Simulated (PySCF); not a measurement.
Match the calculated data to a structure.

| technique | computed result |
| --- | --- |
| Dipole | 0.04 D [PBE0/pcSseg-2] |
| 1H NMR | chemical shifts (computed TMS as zero) by class: 7.42 (4 H), 2.39 (6 H) ppm [GIAO PBE0/pcSseg-2] |
| 13C NMR | chemical shifts (computed TMS as zero) by class: 145.3 (2 C), 138.7 (4 C), 23.8 (2 C) ppm [GIAO PBE0/pcSseg-2] |
| Rotational structure | rotational constants A, B, C: 5.451, 1.446, 1.159 GHz [PBE0-D3(BJ)/def2-TZVP] |

Gas-phase values; electronic properties from PySCF, density fitting. Levels stand in brackets. Geometry: PBE0-D3(BJ)/def2-TZVP; no solvent, vibrations or thermal averaging. Each NMR value is the plain mean over a class of atoms that symmetry, rotation or inversion makes alike.

Problem. Which candidate is it?
A. `Cc1ccccc1C` (o-xylene)
B. `Cc1cccc(C)c1` (m-xylene)
C. `Cc1ccc(C)cc1` (p-xylene)

Solution. C. It is `Cc1ccc(C)cc1`. Numbering: `[CH3:1][c:2]1[cH:3][cH:4][c:5]([CH3:6])[cH:7][cH:8]1`. Its formula, C8H10, gives 4 degrees of unsaturation: 1 ring and 3 π bonds in the structure found (Kekulé form). 8 carbons fall into 3 classes; from least to most shielded: substituted aromatic carbon [C2/C5] (145.3 ppm, 2 C), aromatic CH carbon [C3/C4/C7/C8] (138.7 ppm, 4 C), benzylic-type carbon [C1/C6] (23.8 ppm, 2 C). Hydrogen classes from least to most shielded: 4 H on 4 aromatic CH carbons, C3/C4/C7/C8 (7.42 ppm), 6 H on 2 benzylic-type carbons, C1/C6 (2.39 ppm, a mean of values up to 0.5 ppm apart in this geometry). By its constants the optimised geometry is an asymmetric top.

The others, at the same levels:
- `Cc1ccccc1C` fails: it has 4 carbon classes against 3; its computed 13C shifts are 147.5 (2 C), 139.0 (2 C), 135.6 (2 C), 23.4 (2 C) ppm, 1H shifts are 7.47 (2 H), 7.44 (2 H), 2.34 (6 H) ppm and rotational constant A is 3.207 GHz (against 5.451 GHz).
- `Cc1cccc(C)c1` fails: it has 5 carbon classes against 3; its computed 13C shifts are 148.8 (2 C), 139.4 (1 C), 138.1 (1 C), 135.4 (2 C), 24.3 (2 C) ppm, 1H shifts are 7.47 (1 H), 7.39 (1 H), 7.30 (2 H), 2.41 (6 H) ppm and rotational constant A is 3.611 GHz (against 5.451 GHz).
